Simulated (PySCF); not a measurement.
Job file and geometry (Å, from PBE0-D3(BJ)/def2-SVP) of a spin–spin coupling run on `CC[O][GeH2][NH]C`, C₃H₁₁GeNO, B3LYP/pcJ-1 Ge:pcSseg-1 indirect spin-spin coupling, non-relativistic, gas phase (PySCF 2.14.0, density-fitted response routines); density fitting, a coarse starting grid and PySCF grid level 2 are the driver's defaults:

```
{"job": {"kind": "j", "xc": "B3LYP", "basis": "pcJ-1"}, "charge": 0, "multiplicity": 1}
C      1.840758     0.263583     1.021186
C      1.769785    -0.257589    -0.401625
O      1.076367     0.618529    -1.250256
Ge    -0.672565     0.412358    -1.568019
N     -1.742305     0.542459    -0.104351
C     -2.000071    -0.543270     0.808837
H      2.440055    -0.404688     1.659378
H      2.300520     1.263205     1.035536
H      0.834178     0.348972     1.459017
H      2.792523    -0.376169    -0.803139
H      1.320827    -1.273603    -0.406108
H     -0.977027     1.565499    -2.526585
H     -0.890603    -1.013844    -2.110777
H     -1.832249     1.462949     0.312095
H     -3.019317    -0.483798     1.228549
H     -1.294121    -0.603865     1.661090
H     -1.936242    -1.504014     0.273123
```

Task: What does the program print?

Result: 
```
coarse grid: 60448 points
cycle   1  E = -2327.5959183248  dE = -2.670e-01  |g| = 1.252e+00  |ddm| = 3.260e+00
cycle   2  E = -2327.1780047181  dE =  4.179e-01  |g| = 1.927e+00  |ddm| = 2.259e+00
cycle   3  E = -2327.7609402993  dE = -5.829e-01  |g| = 3.648e-01  |ddm| = 1.821e+00
cycle   4  E = -2327.7820649964  dE = -2.112e-02  |g| = 1.149e-01  |ddm| = 3.011e-01
cycle   5  E = -2327.7838596330  dE = -1.795e-03  |g| = 4.199e-02  |ddm| = 1.005e-01
cycle   6  E = -2327.7842094979  dE = -3.499e-04  |g| = 9.378e-03  |ddm| = 3.514e-02
cycle   7  E = -2327.7842249674  dE = -1.547e-05  |g| = 1.647e-03  |ddm| = 8.102e-03
cycle   8  E = -2327.7842255206  dE = -5.533e-07  |g| = 5.268e-04  |ddm| = 1.670e-03
final grid: 127960 points
cycle   9  E = -2327.7842560018  dE = -6.694e-08  |g| = 6.979e-04  |ddm| = 1.986e-03
cycle  10  E = -2327.7842558950  dE =  1.068e-07  |g| = 9.773e-04  |ddm| = 1.238e-03
cycle  11  E = -2327.7842561142  dE = -2.192e-07  |g| = 1.266e-04  |ddm| = 7.627e-04
cycle  12  E = -2327.7842561172  dE = -3.011e-09  |g| = 1.148e-05  |ddm| = 8.912e-05
cycle  13  E = -2327.7842561173  dE = -1.728e-11  |g| = 6.960e-06  |ddm| = 1.319e-05
converged SCF energy = -2327.7842561173

Indirect spin-spin couplings (Hz)
  i      j    bonds     total        FC       PSO       DSO        SD
  0 C    1 C    1     39.959    40.390    -0.659     0.229         -
  0 C    2 O    2     -3.009    -3.301     0.323    -0.030         -
  0 C    5 C    5      0.514     0.515    -0.022     0.021         -
  0 C    6 H    1    128.277   126.348     1.271     0.658         -
  0 C    7 H    1    135.257   133.454     1.101     0.703         -
  0 C    8 H    1    132.477   130.572     1.123     0.782         -
  0 C    9 H    2     -0.895    -0.847     0.084    -0.133         -
  0 C   10 H    2     -0.395    -0.380     0.048    -0.063         -
  0 C   11 H    4     -0.513    -0.251     0.199    -0.461         -
  0 C   12 H    4      0.309     0.452     0.153    -0.296         -
  0 C   15 H    6      0.280     0.246    -0.252     0.287         -
  1 C    2 O    1     22.389    22.834    -0.262    -0.183         -
  1 C    4 N    3      0.133     0.122    -0.002     0.011     0.002
  1 C    6 H    2      1.397     1.319     0.133    -0.054         -
  1 C    7 H    2     -5.964    -5.995     0.063    -0.032         -
  1 C    8 H    2     -5.712    -5.753     0.019     0.022         -
  1 C    9 H    1    149.204   148.075     0.061     1.067         -
  1 C   10 H    1    137.314   135.962     0.163     1.189         -
  1 C   11 H    3      6.417     6.885     0.305    -0.773         -
  1 C   12 H    3      1.100     1.151    -0.008    -0.043         -
  2 O    4 N    2      1.062     0.345     0.264    -0.028     0.481
  2 O    5 C    3      0.658     0.598     0.023     0.037         -
  2 O    6 H    3     -8.119    -8.225    -0.069     0.175         -
  2 O    7 H    3     -1.376    -1.191    -0.053    -0.132         -
  2 O    8 H    3     -1.464    -1.306    -0.054    -0.104         -
  2 O    9 H    2    -12.595   -11.880    -0.651    -0.065         -
  2 O   10 H    2     -2.341    -1.636    -0.658    -0.046         -
  2 O   11 H    2    -24.118   -24.432     0.109     0.205         -
  2 O   12 H    2     -3.591    -4.093     0.173     0.330         -
  2 O   13 H    3      0.623     0.719    -0.247     0.152         -
  2 O   14 H    4     -1.133    -1.215    -0.142     0.223         -
  2 O   15 H    4     -1.193    -1.201    -0.024     0.031         -
  4 N    5 C    1     -9.331    -8.765     0.117    -0.116    -0.567
  4 N    9 H    4     -0.390    -0.437    -0.107     0.164    -0.011
  4 N   11 H    2    -12.214   -12.595     0.107     0.250     0.024
  4 N   12 H    2    -10.992   -11.351     0.143     0.190     0.025
  4 N   13 H    1    -81.901   -77.981    -2.914    -0.584    -0.423
  4 N   14 H    2     -2.267    -2.043    -0.224    -0.002     0.001
  4 N   15 H    2      0.354     0.582    -0.242     0.003     0.010
  4 N   16 H    2     -1.215    -0.901    -0.229    -0.052    -0.033
  5 C    8 H    6      0.435     0.333    -0.299     0.400         -
  5 C   11 H    3      7.823     8.297     0.271    -0.745         -
  5 C   12 H    3      1.651     1.621    -0.033     0.063         -
  5 C   13 H    2      0.387     0.153     0.556    -0.322         -
  5 C   14 H    1    142.358   140.911     0.701     0.746         -
  5 C   15 H    1    139.069   137.561     0.698     0.809         -
  5 C   16 H    1    136.081   134.517     0.714     0.850         -
  6 H    7 H    2    -13.886   -14.124     2.657    -2.419         -
  6 H    8 H    2    -13.645   -13.964     2.508    -2.189         -
  6 H    9 H    3      2.331     2.262     0.327    -0.259         -
  6 H   10 H    3      1.948     1.775     0.268    -0.096         -
  6 H   11 H    5     -0.351     0.441     1.031    -1.823         -
  7 H    8 H    2    -12.958   -13.331     2.378    -2.004         -
  7 H    9 H    3      5.601     5.518     0.418    -0.335         -
  7 H   10 H    3     15.599    15.490     2.617    -2.507         -
  7 H   11 H    5     -0.586    -0.004     0.479    -1.061         -
  7 H   12 H    5     -0.602     0.153     0.981    -1.736         -
  8 H    9 H    3     16.046    15.970     2.617    -2.541         -
  8 H   10 H    3      6.116     5.839     0.169     0.107         -
  8 H   11 H    5     -1.149     0.132     0.541    -1.822         -
  8 H   12 H    5     -0.750    -0.017     0.281    -1.014         -
  8 H   13 H    6      0.361    -0.009    -1.112     1.482         -
  8 H   15 H    7      0.294    -0.287    -2.779     3.359         -
  8 H   16 H    7      0.168    -0.022    -0.295     0.485         -
  9 H   10 H    2    -12.805   -13.255     1.799    -1.349         -
  9 H   11 H    4      0.579     1.445     1.095    -1.961         -
  9 H   12 H    4     -0.313    -0.185     0.647    -0.774         -
  9 H   13 H    5     -0.403    -0.062     1.152    -1.494         -
 10 H   11 H    4     -2.230    -0.031     1.141    -3.340         -
 10 H   12 H    4      0.832     0.038    -1.230     2.024         -
 10 H   13 H    5     -0.378     0.009     0.839    -1.226         -
 10 H   15 H    6      0.252     0.012    -0.920     1.160         -
 10 H   16 H    6      0.375     0.069    -1.207     1.512         -
 11 H   12 H    2     29.491    33.642     1.182    -5.334         -
 11 H   13 H    3     -1.188    -0.747     0.065    -0.506         -
 11 H   15 H    4     -1.016     0.428     1.148    -2.592         -
 11 H   16 H    4     -1.058     0.923     0.935    -2.916         -
 12 H   13 H    3      7.772     9.984     2.114    -4.326         -
 12 H   14 H    4     -0.283    -0.241     0.771    -0.814         -
 12 H   15 H    4     -0.331    -0.156     0.563    -0.738         -
 12 H   16 H    4      0.772    -0.354    -1.430     2.556         -
 13 H   14 H    3      3.281     2.977     0.799    -0.495         -
 13 H   15 H    3      1.654     1.332     0.909    -0.587         -
 13 H   16 H    3     17.915    17.600     3.555    -3.240         -
 14 H   15 H    2     -9.216    -9.523     2.453    -2.145         -
 14 H   16 H    2    -15.584   -15.951     2.348    -1.981         -
 15 H   16 H    2    -13.248   -13.695     2.244    -1.797         -
```

Size and cost of the density-fitted run: 286 basis functions, 110 s wall time on 1 thread of an Arm Neoverse V1, shared host.
